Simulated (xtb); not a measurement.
BeGeH₄, SMILES [BeH][GeH3]. All values are semi-empirical tight-binding results from xtb (GFN2-xTB unless named), good for trends rather than for accurate numbers. The structure is a stationary point at GFN2-xTB.

For metal compounds this method's bond lengths and energies can be far off.

### Question
Estimate the properties. (The exact figures need the calculation; the answer reports its results.)

### Answer

```yaml
point_group_as_xtb_finds_it: C3v
orbital_gap: 3.76 eV
zero_point_energy: 17.2 kcal/mol
G − E(el) at 298.15 K (modified RRHO): 0.8 kcal/mol
```
